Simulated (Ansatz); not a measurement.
Consider the hydrogenolysis of the Si–S bond: `S[SiH](Cl)CCl` + H₂ → `ClC[SiH2]Cl` + H₂S.

Computed with Ansatz on PBE0-D4/def2-TZVP structures; ΔE is electronic, products minus reactants. CCSD(T)/CBS is the MP2 limit (def2-TZVPP, def2-QZVPP) plus CCSD(T) − MP2 in def2-TZVPP, frozen cores. This one scheme is used for every species. DFT in def2-TZVPP. B3LYP here is the variant with VWN-RPA as its local correlation; programs differ in this. HSE06 is defined as in plane-wave codes. Each species was taken in one conformer, which may not be the lowest.

`S[SiH](Cl)CCl`:

Z-matrix (Å, degrees):
```
Si
Cl 1 2.051
C 1 1.874 2 108.3
S 1 2.121 2 106.3 3 120.1
H 1 1.479 2 108.6 3 -118.2
Cl 3 1.787 1 107.4 2 -178.5
H 3 1.090 1 112.3 2 62.8
H 3 1.091 1 111.7 2 -60.5
H 4 1.347 1 92.1 2 -174.1
```

H₂:

Cartesian coordinates in Å:
```
H 0.266 -0.239 0.107
H -0.266 0.239 -0.107
```

`ClC[SiH2]Cl`:

```xyz
8

Cl   -1.282   -1.764    0.563
C    -0.972   -0.081    0.049
Si    0.889    0.106   -0.054
Cl    1.320    2.030   -0.644
H    -1.419    0.586    0.786
H    -1.462    0.075   -0.912
H     1.492   -0.124    1.276
H     1.434   -0.828   -1.063
```

H₂S:

```xyz
3

S     0.441    0.087    0.426
H     0.106    0.722   -0.706
H    -0.547   -0.809    0.280
```

| level | ΔE (kcal/mol) | difference from CCSD(T)/CBS |
| --- | --- | --- |
| LDA (SPW92) | 11.2 | 0.6 |
| PBE-D4 | 11.9 | 1.3 |
| revPBE-D4 | 13.1 | 2.5 |
| BLYP-D4 | 11.1 | 0.5 |
| r2SCAN-D4 | 11.7 | 1.1 |
| PBE0-D4 | 11.0 | 0.4 |
| B3LYP-D4 | 10.2 | -0.4 |
| r2SCANh-D4 | 11.4 | 0.8 |
| r2SCAN0-D4 | 11.0 | 0.4 |
| HSE06-D4 | 11.0 | 0.4 |
| BHLYP-D4 | 9.3 | -1.3 |
| CAM-B3LYP-D4 | 8.7 | -1.9 |
| ωB97X-V | 9.6 | -1.0 |
| ωB97M-V | 10.3 | -0.3 |
| B2PLYP | 8.6 | -2.0 |
| PBE-QIDH | 10.4 | -0.2 |
| PBE | 9.7 | -0.9 |
| revPBE | 8.7 | -1.9 |
| r2SCAN | 11.2 | 0.6 |
| PBE0 | 9.1 | -1.5 |
| r2SCANh | 10.8 | 0.2 |
| r2SCAN0 | 10.3 | -0.3 |
| HSE06 | 9.2 | -1.4 |
| BHLYP | 6.1 | -4.5 |
| CAM-B3LYP | 6.6 | -4.0 |
| LC-ωPBE | 8.5 | -2.1 |
| RPA@PBE/def2-TZVPP | 7.8 | -2.8 |
| HF/def2-SVP | 1.6 | -9.0 |
| MP2/def2-SVP | 8.6 | -2.0 |
| CCSD/def2-SVP | 5.2 | -5.4 |
| CCSD(T)/def2-SVP | 6.2 | -4.4 |
| MP2/def2-TZVPP | 12.0 | 1.4 |
| SCS-MP2/def2-TZVPP | 9.6 | -1.0 |
| CCSD/def2-TZVPP | 7.8 | -2.8 |
| CCSD(T)/def2-TZVPP | 9.3 | -1.3 |
| HF/def2-QZVPP | 3.1 | -7.5 |
| MP2/def2-QZVPP | 12.7 | 2.1 |
| HF/CBS(def2) | 3.1 | -7.5 |
| MP2/CBS(def2) | 13.4 | 2.8 |
| CCSD/CBS(def2) | 9.1 | -1.5 |
| CCSD(T)/CBS | 10.6 | 0 |

Q: What do rigid-rotor, harmonic-oscillator terms from PBE0-D4/def2-TZVP frequencies (298.15 K, 1 bar) make of the CCSD(T)/CBS value? (Estimate.)

A: Ansatz gave: ΔZPE = +2.2 kcal/mol, ΔH = +12.0 kcal/mol, ΔS = 33 J/(mol·K), ΔG = +9.6 kcal/mol.

Largest T1 diagnostic among the species: 0.010.

From r2SCAN to r2SCAN0 (25 % exact exchange), in def2-TZVPP and without D4, ΔE moves by −0.8 kcal/mol. In def2-TZVPP, CCSD(T) changes the Hartree–Fock value by +6.0 kcal/mol (the triples alone add +1.5 kcal/mol) and MP2 by +8.7 kcal/mol.
